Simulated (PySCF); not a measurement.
**Worked example for `CCOCC(C)=O` (C5H10O2): ionisation energy to the radical cation**

Computed at PBE0-D3(BJ)/ma-def2-SVP // PBE0-D3(BJ)/def2-SVP with PySCF (density fitting, grid level 2). Zero-point energies come from unscaled GFN2-xTB harmonic frequencies. These were taken at the GFN2-xTB minima.

| state | structure | E / Eh |
| --- | --- | --- |
| parent | parent | -346.353728 |
| radical cation | parent | -346.006254 |
| radical cation | radical cation | -346.028770 |
| parent | radical cation | -346.330658 |

Zero-point energy of the radical cation less that of the parent: -0.073 eV. 1 Eh = 27.2114 eV.

Work out the vertical and adiabatic ionisation energy.

Vertical: (-346.006254) − (-346.353728) = 0.347474 Eh = 9.46 eV. Adiabatic: 0.324958 Eh = 8.842 eV, and 8.77 eV with zero-point energy.

And the inner reorganisation energy of self-exchange?

The radical cation relaxes by 612.7 meV and the parent by 627.7 meV, so λ = 1240 meV.

Known limits: ma-def2-SVP is a small basis, whose errors can reach tens of kJ/mol.
